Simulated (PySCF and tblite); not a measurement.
Results of a calculation; reference values are marked as such.
Rearrangement: stationary points, barriers and rates

System: C5H8Sn, numbered as in [SnH3:1][CH:2]1[CH:3]=[CH:4][CH:5]=[CH:6]1.

Motion: shift of H on C2 from C2 to C6. Level: PBE0/pcSseg-1 (def2-TZVP on Sn) + D3(BJ) on B3LYP-D3(BJ)/def2-SVP stationary points, with GFN2-xTB thermal terms. Rate constants are transition-state-theory values, counting equivalent paths, without tunnelling. (PySCF 2.14 with density fitting, tblite 0.8.)

| point | symmetry | E(GFN2) kcal/mol | E(DFT) kcal/mol | ZPE change kcal/mol | lowest mode cm⁻¹ | dipole D |
| --- | --- | --- | --- | --- | --- | --- |
| start | Cs | 0.0 | 0.0 | 0.00 | 90 | 0.77 |
| saddle | C1 | 28.9 | 30.7 | -2.11 | 1119i | 0.90 |
| end | Cs | 1.3 | 5.9 | 0.44 | 52 | 0.81 |

* Electronic barrier: 30.7 kcal/mol
* Barrier with zero-point energy: 28.6 kcal/mol
* ΔH‡ (298 K): 28.5 kcal/mol
* ΔS‡ (298 K, symmetry apart): -0.5 cal/(mol K)
* Paths: 2 equivalent paths
* End point: a different minimum
* Mean lifetime of the start against this motion at 298 K: 2.5 years
* Cost: 3.8 min on 1 thread of Arm Neoverse V2, shared host (rough), peak memory 0.89 GiB, launched as `OMP_NUM_THREADS=1 python ens_run.py task.json out`

```
T/K  ΔG‡ kcal/mol     k s⁻¹  ΔG kcal/mol  k back s⁻¹
298          28.6  1.3×10⁻⁸          6.2     0.00046
350          28.7  1.8×10⁻⁵          6.2        0.13
400          28.7    0.0035          6.2           8
500          28.8       5.3          6.1        2480
```

ΔG and ΔG‡ leave out symmetry numbers and mirror images; rates count paths: 2 out, 2 back.

Tunnelling of the moving H, left out here, will speed the real process. Spin–orbit effects of heavy atoms on shieldings are missing.
